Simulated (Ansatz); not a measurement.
Reaction (formal exchange of groups at the Si–C bond): `N=C(F)[SiH](F)[SiH3]` + `C=NO` → `O[SiH](F)[SiH3]` + `C=NC(=N)F`

Calculated with Ansatz (gas phase, PBE0-D4/def2-TZVP geometries, no zero-point term in ΔE). CBS: MP2 limit from def2 TZ/QZ plus the TZ coupled-cluster correction, frozen cores. This one scheme is used for every species. Functionals use def2-TZVPP. HSE06 is defined as in plane-wave codes. One conformer a species, not always the lowest.

`N=C(F)[SiH](F)[SiH3]`:

Cartesian coordinates in Å:
```
N -0.034 1.648 -1.116
C -0.074 0.463 -1.510
F -0.024 0.132 -2.821
Si -0.271 -0.961 -0.274
F 0.722 -2.138 -0.714
Si 0.252 -0.125 1.846
H 0.024 2.324 -1.879
H -1.659 -1.475 -0.407
H 1.594 0.507 1.816
H 0.251 -1.243 2.827
H -0.781 0.867 2.234
```

`C=NO`:

```xyz
6

C    -0.133    0.225    0.836
N     0.328   -0.521   -0.072
O     0.020   -0.053   -1.331
H     0.066   -0.076    1.857
H    -0.705    1.128    0.623
H     0.424   -0.703   -1.913
```

`O[SiH](F)[SiH3]`:

```xyz
9

O     1.823   -0.573   -0.105
Si    0.274   -0.570   -0.632
F    -0.346   -2.046   -0.533
Si   -0.921    0.866    0.776
H     2.495   -0.990   -0.646
H     0.215   -0.223   -2.078
H    -2.358    0.856    0.394
H    -0.396    2.250    0.633
H    -0.786    0.430    2.190
```

`C=NC(=N)F`:

Z-matrix (Å, degrees):
```
C
N 1 1.266
H 1 1.088 2 118.0
H 1 1.092 2 123.8 3 -180.0
C 2 1.394 1 119.1 3 180.0
F 5 1.338 2 115.6 1 -0.1
N 5 1.249 2 126.1 1 179.9
H 7 1.017 5 108.7 2 0.0
```

```
       level  ΔE (kcal/mol)  difference from CCSD(T)/CBS
   revPBE-D4          -54.8                          7.6
     BLYP-D4          -56.1                          6.3
   r2SCAN-D4          -60.9                          1.5
     PBE0-D4          -60.2                          2.2
  r2SCANh-D4          -62.2                          0.2
    HSE06-D4          -60.2                          2.2
    PBE-QIDH          -64.6                         -2.2
     r2SCANh          -62.4                          0.0
     r2SCAN0          -64.3                         -1.9
MP2/def2-SVP          -62.0                          0.4
 CCSD(T)/CBS          -62.4                            0
```

Problem. What do rigid-rotor, harmonic-oscillator terms from PBE0-D4/def2-TZVP frequencies (298.15 K, 1 bar) make of the CCSD(T)/CBS value? (An estimate is asked.)

Solution. Ansatz gave: ΔZPE = +0.6 kcal/mol, ΔH = -62.2 kcal/mol, ΔS = -5 J/(mol·K), ΔG = -61.8 kcal/mol. Modes under 50 cm⁻¹ make the entropy rough.

Largest T1 diagnostic among the species: 0.014.

Leaving LDA and LC-ωPBE aside and taking each functional with its dispersion term where it has one, the values, not all of them listed here, spread over 10.4 kcal/mol, from BHLYP-D4 to revPBE-D4. LDA lies −3.3 kcal/mol from PBE without D4. From r2SCAN to r2SCAN0 (25 % exact exchange), in def2-TZVPP and without D4, ΔE moves by −3.3 kcal/mol. At CCSD(T), def2-SVP lies +3.7 kcal/mol from the extrapolated value and def2-TZVPP +0.3 kcal/mol.
